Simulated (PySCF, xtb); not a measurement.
C2H5O, SMILES [CH2]CO, multiplicity 2. Other conformers were not sampled.

Harmonic wavenumbers (cm⁻¹) from GFN2-xTB (xtb) at its own minimum, in rising order: 130, 262, 399, 432, 876, 901, 1044, 1135, 1161, 1270, 1325, 1384, 1436, 2711, 2837, 3143, 3194, 3548.

Task: What does PBE0-D3(BJ)/def2-TZVP run with PySCF give at its own minimum? (The exact figures need the calculation; the answer reports its results.)

Result: 204, 333, 430, 538, 834, 962, 1118, 1129, 1181, 1363, 1398, 1449, 1476, 2985, 3007, 3161, 3271, 3851. Paired by order, the mean absolute difference is 89 cm⁻¹ and the zero-point energies are 38.9 and 41.0 kcal/mol.
